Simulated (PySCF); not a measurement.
Species: [(Cl)3Hf]2O (singlet state).
Bonds: Hf1–Cl2, Hf1–Cl3, Hf1–Cl4, Hf1–O5, O5–Hf6, Hf6–Cl7, Hf6–Cl8, Hf6–Cl9.

A linear-response calculation (PySCF, def2-SVPD basis, gas phase, vertical, core orbitals frozen in the response) gave these numbers; the functional is withheld.

Orbital energies (eV): HOMO-3 -11.22, HOMO-2 -11.22, HOMO-1 -11.11, HOMO -11.09, LUMO -1.35, LUMO+1 -1.35, LUMO+2 -0.82.

```tsv
state	E (eV)	f	main configurations (H = HOMO, L = LUMO)
S1	6.50	0.0030	H→L/L+1 (≥17%), H-1→L/L+1 (≥16%), H→L+2 (14%)
S2	6.51	0.0029	H-1→L/L+1 (≥18%), H→L/L+1 (≥15%), H-2→L/L+1 (≥14%)
S3	6.54	0.0018	H-1→L/L+1 (≥29%), H→L/L+1 (≥14%), H-1→L+2 (13%)
S4	6.54	0.0016	H-1→L/L+1 (≥27%), H→L/L+1 (≥13%), H-1→L+3 (13%)
S5	6.56	0.0000	H-3→L/L+1 (≥32%), H-2→L/L+1 (≥17%)
S6	6.64	0.0001	H-2→L+2 (22%), H-4→L/L+1 (≥21%), H-5→L/L+1 (≥21%)
```

Triplets (Tamm–Dancoff): T1 6.19 eV, H→L+2 (30%), H→L/L+1 (≥26%); T2 6.19 eV, H→L+3 (29%), H→L/L+1 (≥25%); T3 6.21 eV, H-1→L/L+1 (≥33%), H-1→L+2 (26%); T4 6.21 eV, H-1→L/L+1 (≥34%), H-1→L+3 (27%).

Vertical ionisation energy by ΔSCF with the same functional: 11.87 eV. Mean static polarisability: 161.4 au.

Orbitals of the list HOMO-3 to LUMO+2 that lie within 0.01 eV of each other are written together with a slash and their weights summed (≥ marks a lower bound); for degenerate orbitals outside that list single weights are arbitrary.

Question: Name the functional.
A. B3LYP
B. PBE
C. HF
D. CAM-B3LYP

Answer: D. CAM-B3LYP is range-separated, 19% exact exchange at short range and 65% at long range (ω = 0.33 bohr⁻¹). In this run −ε(HOMO) = 11.09 eV differs from the ΔSCF value by -0.78 eV, and S1 differs from the orbital gap of 9.74 eV by -3.24 eV. The ratio −ε(HOMO)/IP is 0.93. Usual ranges for neutral molecules in this basis: 0.85 to 0.93 with CAM-B3LYP, 0.5 to 0.7 with PBE, 0.67 to 0.83 with B3LYP; Hartree–Fock can't fall below 1, since the ion's relaxation only lowers the ΔSCF value. The other options: PBE, a GGA without exact exchange; HF, time-dependent Hartree–Fock, 100% exact exchange; B3LYP, a global hybrid with 20% exact exchange.

The calculation used PySCF, TDDFT CAM-B3LYP/def2-SVPD, vertical, gas phase, core orbitals frozen in the response, def2 core potentials past Kr. Geometry: PBE0-D3(BJ)/def2-SVP; no solvent, vibrations or thermal averaging. Spin–orbit coupling is left out.
